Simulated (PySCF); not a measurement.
**Electronic structure of Cs³⁶⁺ (caesium, charge +36) at the UHF level**

Configuration: [Ar] 3d1, 2D determinant. Calculation: PySCF 2.14, in an uncontracted even-tempered set (18 s from 5.9 bohr⁻², ratio 2.5; 12 p from 7.7 bohr⁻², ratio 2.5; 7 d from 7.7 bohr⁻², ratio 2.5; 4 f from 27 bohr⁻², ratio 2.7; 3 g from 40 bohr⁻², ratio 2.7); the spin-free X2C one-electron Hamiltonian (Gaussian nucleus).

* Total energy: -6776.276075 hartree
* One-electron energy: -7758.7679 hartree
* Hartree (Coulomb) energy: 1110.4386 hartree
* Exchange energy: -127.9467 hartree
* ⟨S²⟩: 0.7503
* ⟨L²⟩: 6.002
* Sum of ⟨r⟩: 3.259 bohr
* Sum of ⟨r²⟩: 0.8419 bohr²
* Traceless quadrupole moment −½Σ⟨3z² − r²⟩ along its main axis: 0.0177 e·bohr²

```
shell  electrons  mean orbital energy (eV)  spread (eV)  rms radius, mean of both spins (bohr)
 1s α          1                  -38088.2            0                                 0.0298
 1s β          1                  -38088.0            0                                 0.0298
 2s α          1                   -7652.1            0                                  0.120
 2s β          1                   -7645.3            0                                  0.120
 2p α          3                   -7065.7        1.528                                  0.107
 2p β          3                   -7059.1        6.534                                  0.107
 3s α          1                   -2825.9            0                                  0.294
 3s β          1                   -2818.6            0                                  0.294
 3p α          3                   -2629.9        3.608                                  0.290
 3p β          3                   -2620.5        8.178                                  0.290
 3d α          1                   -2413.2            0                                  0.257
```

Spin-orbit coupling, absent here, splits the open shell strongly.

Densities and radii are taken from the X2C orbitals without a picture-change correction, which distorts them close to the nucleus.

Spin-orbit constants ζ (cm⁻¹) from the X2C one-electron operator on these orbitals: bare nucleus, nucleus screened by l(l+1)(2l+1)/3 electrons, and screened by the Breit-Pauli mean field of the electrons.

| shell | bare | screened nucleus | mean field |
| --- | --- | --- | --- |
| 2p | 1897000 | 1828000 | 1799000 |
| 3p | 443600 | 427500 | 421100 |
| 3d | 72940 | 59680 | 59300 |

To first order the Landé constant is A = 59300 cm⁻¹, so the lowest level has J = 3/2 and lies 11.0 eV below the centre of the term. First order in ζ underestimates the shift of the j = l − 1/2 level at high Z.
